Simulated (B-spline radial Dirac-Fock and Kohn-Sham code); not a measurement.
ΔSCF core binding energies without Breit or QED terms, calculated with a radial B-spline solver.

A sound run for atomic chromium, configuration [Ar] 3d5 4s1: The ground state converged in 11 iterations, with total energy -1049.59610 Ha, virial ratio 1.98767 and highest orbital energy -5.74 eV. ΔSCF binding energies: K (1s) 6004.0 eV, L3 (2p3/2) 581.8 eV. Holes are computed only in closed shells, and unreliable hole states are left out.

A second run, with one unsound setting: The ground state had not converged after 5 iterations, with total energy -1049.59261 Ha, virial ratio 1.98821 and highest orbital energy -5.89 eV. ΔSCF binding energies: K (1s) 6004.1 eV, L3 (2p3/2) 582.0 eV (not all states converged, so these are not final). Holes are computed only in closed shells, and unreliable hole states are left out.

```
iter   energy (Ha)        error
   1    -1040.81271088  8.71e-01
   2    -1044.82924264  5.43e-01
   3    -1049.20735000  9.33e-02
   4    -1049.56413732  2.86e-02
   5    -1049.59261161  1.00e-02
```

Task: Which fault fits the second run best?
A. functional not served
B. too few quadrature points
C. mesh too coarse
D. too few iterations

Result: D. The input had maxit = 5: maxit ends the run before self-consistency.
